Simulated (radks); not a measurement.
Numerical settings for neutral molybdenum, [Kr] 4d5 5s1. Calculated with a radial shooting solver on a logarithmic mesh with Libxc functionals: Dirac Kohn-Sham, PBE, spin-unpolarised, spherical densities, finite nucleus; open shells are shared between the two j in proportion to 2j + 1; Fermi nuclear charge, rms radius 4.4091 fm. The defaults (mesh step 0.008 in ln r, mesh end at 40 bohr or more with all orbitals vanishing there, Anderson mixing 0.5 over 9 steps, residual threshold near 1e-9 with the energy settled to 1e-9 hartree or 1e-11 of itself, here a cap of 97 iterations) give E = -4049.1450 hartree and 4d5/2 at -3.673 eV in 14 iterations. Run on one thread of a shared host, so times are rough (Arm Neoverse V1): 0.13 s of CPU time, 0.13 s wall, 14 iterations on 2437 mesh points. Changes against that run (0 stands for a change within the tolerance of the run):

setting                     iterations         converged  E (mhartree)  e(4d5/2) (meV)  CPU (s)
mesh step in ln r 0.05              14               yes      +0.00625        -0.00343     0.03
mesh step in ln r 0.03              14               yes     +0.000147               0     0.05
mesh step in ln r 0.012             14               yes             0               0     0.09
mesh end (bohr) 5                   14  level above zero          +157        +3.1e+03     0.09
mesh end (bohr) 8                   14               yes         +6.35            +300     0.12
residual threshold 0.01              9               yes             0           +1.65      0.1
residual threshold 0.001             9               yes             0           +1.65      0.1
mixing 2.5                          20               yes             0               0     0.17
linear mixing, mixing 0.8           97                no     +2.15e+03       -5.55e+04      1.4
linear mixing, mixing 0.05          97                no      +0.00287           -18.7     0.67
mixing history 2                    23               yes             0               0     0.17
iteration cap 3                      3                no         +1.97            -425     0.04

Settled on a wrong energy, with an occupied level pushed above zero by the early mesh end: mesh end (bohr) 5 (+0.157 hartree). Apart from these: settings that end as converged yet miss the energy by more than 1 mhartree: mesh end (bohr) 8 (+0.00635 hartree). A mesh that ends early acts as a hard wall.
